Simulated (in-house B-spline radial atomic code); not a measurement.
The numbers below are computed, except where a source is named.
## Stopping and range of 120 keV Ti in Ge

The pair potential comes from two frozen, spherical free-atom densities (PBE, B-spline radial code, scalar-relativistic past argon): electrostatics plus the change in Thomas-Fermi kinetic and Dirac exchange energy where they overlap, the recipe behind the universal ZBL potential, which averages such potentials (from solid-state densities) over many pairs. It is written V = (Z1 Z2 e²/r) φ(r/a), with e² = 14.3996 eV·Å and a = 0.46850 Å/(Z1^0.23 + Z2^0.23); ZBL's fit is φ = 0.18175 e^(−3.1998x) + 0.50986 e^(−0.94229x) + 0.28022 e^(−0.4029x) + 0.02817 e^(−0.20162x). Where φ falls below 4e-4 it is continued as an exponential.

The target is taken as amorphous, with density 5.3234 g/cm³ (NSM archive of the Ioffe Institute); channelling is ignored. Masses: Ti 47.87, Ge 72.63 u. Nuclear stopping is S_n = 4π a Z1 Z2 e² M1/(M1 + M2) × s_n(ε), with s_n integrated over impact parameters for each pair. Electronic stopping is Lindhard and Scharff's S_e = Z1^(1/6) 8π e² a0 Z1 Z2/(Z1^(2/3) + Z2^(2/3))^(3/2) × v/v0, with a0 = 0.529177 Å and v = v0 at 24.801 keV/u; it misses the oscillations with Z1 seen in experiment, which reach tens of per cent. Compounds add by atom fraction.

```json
{"target atom": "Ge", "a (Å)": "0.11010", "ε at this energy": "0.7856", "s_n, this pair": "0.3405", "s_n, ZBL potential": "0.3258"}
```

What are the atom density and the stopping powers at entry?

N = 5.3234 × 0.602214/72.63 = 0.04414 atoms/Å³. For Ge: S_n = 5572 × 0.3405 = 1897 eV·Å², S_e = 2.7279 × √120000 = 945 eV·Å². Averaged over the target's atoms and times N × 10 Å/nm, the ion loses N S_n = 837 eV/nm to recoils and N S_e = 417 eV/nm to electrons; the nuclear share is 67 %.

Along the track:

```csv
E (keV),N S_n (eV/nm),N S_e (eV/nm)
6,665,93.3
18,843,162
36,900,228
60,900,295
90,872,361
120,837,417
```

Estimate the path length and the projected range.

With continuous slowing down the path is the integral of dE/(N (S_n + S_e)). Trapezoids over the table give 100 nm, and the stretch below the first row, with stopping taken as √E, adds 2E/(N S) = 16 nm: 116 nm in all, against 113 nm on a fine grid from 5 eV. Deflections shorten the depth: to first order in the energy passed on, N (S_n + S_e) dR_p/dE = 1 − N S_n (M2/M1) R_p/(2E), summed over the target's atoms, and integrating this on the fine grid gives R_p = 65.4 nm, 0.58 of the path. Lindhard's rule of thumb R/(1 + M2/3M1), with mean M2/M1 = 1.52, gives 74.8 nm. On the ZBL potential the same equation gives 68 nm, and the full integral equation, which keeps hard collisions, 73.3 nm.
